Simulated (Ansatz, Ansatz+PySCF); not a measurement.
```xyz
2

B     0.0183    0.0052   -1.0580
Al    0.0198    0.0419    1.0305
```

Basis set: def2-SVP (spherical functions). Frozen core: 6 orbitals. Correlation on ROHF uses semicanonical orbitals with singles. Charge 0, multiplicity 3.

Computed with Ansatz (development build ahead of 0.2.0); each method stands on the lowest determinant of its kind that the runs found.

**Question.** Give the atomization energy at this shape (free ground-state atoms in the same class of orbitals less the molecule, no zero-point energy) of triplet AlB by ROHF-MP2, UHF-MP2, UHF-CCSD(T), ROHF, UHF.

**Answer.**

```json
{"method": "ROHF-MP2", "atomization energy": "163.1 kJ/mol"}
{"method": "UHF-MP2", "atomization energy": "151.5 kJ/mol"}
{"method": "UHF-CCSD(T)", "atomization energy": "165.4 kJ/mol"}
{"method": "ROHF", "atomization energy": "136.5 kJ/mol"}
{"method": "UHF", "atomization energy": "139.2 kJ/mol"}
```

Caution: the determinant may break the point group. Caution for UHF-MP2, UHF-CCSD(T), UHF: the unrestricted determinant is spin contaminated. Caution for UHF-CCSD(T): another reference gives a lower total.
